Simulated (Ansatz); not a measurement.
`BC(=C)S[SiH2]F` + `BOC` → `BO[SiH2]F` + `BC(=C)SC`  (redistribution)

Calculated with Ansatz (gas phase, PBE0-D4/def2-TZVP geometries, no zero-point term in ΔE). CCSD(T)/CBS adds triple-zeta CCSD(T) − MP2 to the extrapolated MP2 energy (def2 sets, frozen cores). One conformer a species, not always the lowest.

`BC(=C)S[SiH2]F`:

Cartesian coordinates in Å:
```
B -1.284 0.592 -0.305
C -0.057 -0.092 -0.932
C 0.102 -0.023 -2.264
S 1.097 -1.090 -0.017
Si 0.892 -0.379 1.963
F -0.344 -1.015 2.750
H -1.946 1.299 -1.005
H -1.600 0.422 0.834
H -0.598 0.558 -2.854
H 0.898 -0.537 -2.796
H 2.124 -0.825 2.649
H 0.717 1.090 1.975
```

`BOC`:

```xyz
8

B     0.998   -0.561    0.714
O     0.627    0.195   -0.327
C    -0.729    0.474   -0.612
H     0.167   -1.032    1.448
H     2.172   -0.736    0.865
H    -1.393    0.001    0.117
H    -0.878    1.555   -0.594
H    -0.963    0.105   -1.612
```

`BO[SiH2]F`:

```xyz
8

B     0.305    1.536   -0.035
O    -0.148    0.421    0.581
Si   -0.216   -1.151    0.113
F    -1.735   -1.503   -0.194
H     0.197    2.579    0.543
H     0.802    1.456   -1.127
H     0.565   -1.356   -1.126
H     0.229   -1.984    1.245
```

`BC(=C)SC`:

Cartesian coordinates in Å:
```
B 0.889 0.644 0.918
C -0.479 0.600 0.216
C -1.350 1.583 0.521
S -0.993 -0.625 -0.935
C 0.423 -1.717 -1.077
H 1.749 -0.167 0.749
H 1.084 1.551 1.673
H -2.345 1.651 0.089
H -1.064 2.352 1.229
H 1.300 -1.195 -1.461
H 0.125 -2.481 -1.795
H 0.662 -2.197 -0.128
```

```json
{"level": "MP2/def2-TZVPP", "ΔE (eV)": "-0.91"}
{"level": "CCSD/CBS(def2)", "ΔE (eV)": "-0.90"}
```

(1) What does CCSD(T)/CBS give? (Estimate.)

Largest T1 diagnostic among the species: 0.014.

Answers

(1) Computed: -0.88 eV. The listed levels differ from it by -0.03, -0.02 eV.

In def2-TZVPP, CCSD(T) changes the Hartree–Fock value by +0.12 eV (the triples alone add +0.02 eV) and MP2 by +0.07 eV. From PBE to PBE0 (25 % exact exchange), in def2-TZVPP and without D4, ΔE moves by −0.06 eV.
